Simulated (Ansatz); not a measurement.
InH3Cl, that is [InClH3]- with one electron fewer, relaxed as a doublet with UKS PBE0-D4/def2-TZVPD in Ansatz, starting from the PBE0-D4/def2-TZVPD geometry of the charge -1 singlet. Force threshold 0.02 eV/Å.

In the def2 sets In takes a core potential; there is no spin–orbit coupling. The relaxation made no stability test and no search for a lower SCF solution.

Start:

```xyz
5

In   -0.141    0.033    0.182
Cl    1.376   -0.319   -1.768
H    -0.215   -1.540    0.977
H    -1.671    0.544   -0.532
H     0.652    1.282    1.142
```

Q: Estimate the energy that the relaxation releases and the steps that it takes.

A: 61.8 kJ/mol, in 18 steps; 28 s on 4 threads of Intel Xeon Platinum 8259CL on a shared host. No frequencies were taken in this run, so the end may be a saddle point.

Q: Does the start keep its bonding and symmetry?

A: By distances, no bond broke or formed. The bond that changes most is In1–H3, from 1.76 to 1.98 Å (atoms count from 1). A close non-bonded pair moves further: Cl2–H3, from 3.40 to 2.09 Å. Point group C3v at the start, Cs at the end, both within 0.05 Å.

Q: Predict the relaxed structure.

A: 
Cartesian coordinates in Å:
```
In -0.262 0.447 0.165
Cl 1.223 -0.836 -1.320
H 0.189 -1.465 0.379
H -1.819 0.532 -0.516
H 0.669 1.320 1.292
```
Bond lengths: 1 × Cl–In 2.46 Å; 3 × H–In 1.70 to 1.98 Å.
